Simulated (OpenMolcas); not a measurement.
**I3+: effect of the level shift or regulariser**

```json
{
 "Program": "OpenMolcas 26.06",
 "Basis": "ANO-RCC-VQZP [8s7p5d3f2g]",
 "Scalar Hamiltonian": "DKH2, point nucleus",
 "Active space": "2 electrons in 9 orbitals (RAS2 5p; RAS3 5d 6s, at most 1 electron)",
 "State averaging": "2S+1 = 3 even, 3 roots; 2S+1 = 1 even, 6 roots; 2S+1 = 3 odd, 18 roots; 2S+1 = 1 odd, 18 roots",
 "Spin-orbit coupling": "RASSI with atomic mean-field integrals over the reference wave functions, term energies averaged over their components"
}
```

Methods on the same reference wave functions:
A. RASSCF
B. MS-RASPT2, IPEA 0.25 Eh, imaginary shift 0.1 Eh (closed shells correlated: 4d 5s)
C. MS-RASPT2, IPEA 0.25 Eh, real shift 0.2 Eh (closed shells correlated: 4d 5s)

Energies in cm⁻¹ above 5s² 5p² ³P₀.

| Level | A | B | C |
| --- | --- | --- | --- |
| 5s² 5p² ³P₀ | 0.0 | 0.0 | 0.0 |
| 5s² 5p² ³P₁ | 5449 | 5600 | 5600 |
| 5s² 5p² ³P₂ | 10000 | 9580 | 9590 |
| 5s² 5p² ¹D₂ | 22756 | 20490 | 20520 |
| 5s² 5p² ¹S₀ | 40968 | 38640 | 38670 |
| 5s² 5p 5d ³F°₃ | 130747 | 130810 | 130920 |
| 5s² 5p 5d ³F°₄ | 136719 | 137850 | 137890 |
| 5s² 5p 5d ³D°₁ [66 %] | 142357 | 132270 | 132880 |
| 5s² 5p 5d ³P°₀ [59 %] | 148049 | 140990 | 141890 |
| 5s² 5p 5d ³D°₃ | 149326 | 139650 | 140060 |
| 5s² 5p 6s ³P°₀ [59 %] | 150222 | 148530 | 148590 |
| 5s² 5p 6s ³P°₂ | 159218 | 158450 | 158510 |
| 5s² 5p 5d ¹F°₃ | 168704 | 157910 | 158090 |
| 5s² 5p 5d ¹P°₁ [71 %] | 170291 | 162920 | 163040 |

Between B and C the level of the table that moves most is 5s² 5p 5d ³P°₀ [59 %], by 900 cm-1 (lowest in B, highest in C). Moves below CASPT2's spread within the term are not significant.

From A to B the spin-free energies of the other terms of 5s² 5p² shown, above ³P, scale by factors of 0.75 to 0.91.

The lowest spin-free term lies below A's lowest term by 0.543 hartree in B, 0.542 hartree in C.

CASPT2 does not keep the components of a term degenerate, so their means are used; among the terms shown or strongly mixed into the levels shown the widest spread is 360 cm-1 (5s² 5p 5d ¹F°, B). Over all roots computed the reference weight is 0.85 to 0.93 in B; the roots of lowest weight are the least certain, and an intruder state may touch them. ANO sets are built for valence states and can reach diffuse excited orbitals poorly, and with the s shell closed the s pⁿ⁺¹ terms that mix with these levels are absent. With the s shell closed, the reference lacks s² → p² mixing. Only configurations of the active space appear. Levels that lie high or do not pair safely by name in every column are left out.

A share in square brackets marks a mixed level and gives the weight of the term that names it, the lowest over the columns. ° marks odd parity.
